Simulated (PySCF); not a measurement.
C₃, SMILES [C]=C=[C] (connectivity only; charge and spin as stated), neutral, multiplicity 1. Atoms are numbered in the order given.

```xyz
3

C      0.0000     0.0000    -1.2883
C      0.0000     0.0000     0.0000
C      0.0000     0.0000     1.2883
```
Charge 0, spin multiplicity 1.

Geometry optimised at PBE0-D3(BJ)/def2-TZVP. The isomer is the one that the SMILES or the coordinates give; other isomers of the formula were not compared.

These are PySCF 2.14.0 with TDA-CAM-B3LYP/def2-TZVPD values and carry that method's errors.

Vertical excitations; the highest root listed may be one member of a degenerate set. Isolated molecule, no solvent. State labels are in the subgroup D2h.

```tsv
state	symmetry	energy (eV)	λ (nm)	f	main pairs
S1	B2u	3.69	336	0.037	HOMO→LUMO+1 (degenerate set)
S2	B3u	3.69	336	0.037	HOMO→LUMO (degenerate set)
S3	Au	3.73	333	0.000	HOMO−1→LUMO+1 50 %, HOMO−2→LUMO 50 %
S4	B1u	3.98	312	0.000	HOMO−1→LUMO, HOMO−2→LUMO+1 (degenerate set)
S5	Au	3.98	312	0.000	HOMO−2→LUMO, HOMO−1→LUMO+1 (degenerate set)
S6	B2g	4.88	254	0.000	HOMO−3→LUMO (degenerate set)
S7	B3g	4.88	254	0.000	HOMO−3→LUMO+1 (degenerate set)
S8	B1u	8.94	139	0.626	HOMO→LUMO+2 74 %
S9	B1u	9.58	129	1.184	HOMO−2→LUMO+1 25 %, HOMO−1→LUMO 25 %, HOMO→LUMO+2 22 %, HOMO→LUMO+4 9 %
S10	B2u	9.79	127	0.128	HOMO−2→LUMO+2 97 %
T1	B2u	2.25	550	0	HOMO→LUMO+1 (degenerate set)
T2	B3u	2.25	550	0	HOMO→LUMO (degenerate set)
T3	B1u	2.84	437	0	HOMO−1→LUMO 50 %, HOMO−2→LUMO+1 50 %
T4	B2g	3.04	408	0	HOMO−3→LUMO 94 %
```
Triplets are in the Tamm–Dancoff approximation.
